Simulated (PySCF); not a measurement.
SbO: energy against distance

Set-up: PySCF, scalar-relativistic core potentials, basis sets Sb def2-TZVPP with ECP28, O def2-TZVPP. Energies in eV from Sb + O in their ground configurations at the same level. All curves are PBE0. state 1: ²Π (doublet), unpaired electrons π ↑; state 2: ⁴Π (quartet), unpaired electrons π ↑↑↑, a second solution, started from another occupation; state 3: sextet, unpaired electrons σ ↑↑, π ↑↑↑, a second solution, started from another occupation.

```
R (Å)  state 1  state 2  state 3
1.558   -1.933    2.328   9.3732
1.631   -3.051    0.577   7.4657
1.703   -3.650   -0.614   6.0537
1.758   -3.855   -1.232   5.2287
1.812   -3.904   -1.673   4.5489
1.866   -3.837   -1.972   3.9809
1.939   -3.618   -2.201   3.3542
2.029   -3.194   -2.293   2.7209
2.138   -2.577   -2.213   2.1176
2.283   -1.683   -1.922   1.5055
```

Put a parabola through the three lowest points of the state 1 curve and estimate Re, k and ωe (reduced mass 14.13 u; 1 eV/Å² = 0.16022 mdyn/Å; ωe = 1302.8·√(k/μ) cm⁻¹).

Through R = 1.758, 1.812, 1.866 Å the second-order coefficient is 19.9 eV/Å², so Re ≈ 1.808 Å, k ≈ 6.37 mdyn/Å and ωe ≈ 875 cm⁻¹. A polynomial fit of higher order to the unrounded PBE0 energies gives Re = 1.805 Å, k = 6.45 mdyn/Å, ωe = 881 cm⁻¹; anharmonicity and rounding make the difference.

The higher-order fit for each curve: state 1: Re = 1.805 Å, ωe = 881 cm⁻¹, De = 3.90 eV; state 2: Re = 2.034 Å, ωe = 578 cm⁻¹, minimum 2.29 eV below the ground-state fragments. State 3 gave no clean fit.

Spin–orbit coupling is left out, which matters for elements this heavy, above all for dissociation energies. The state was picked by a PBE0 search and need not be the measured ground state.
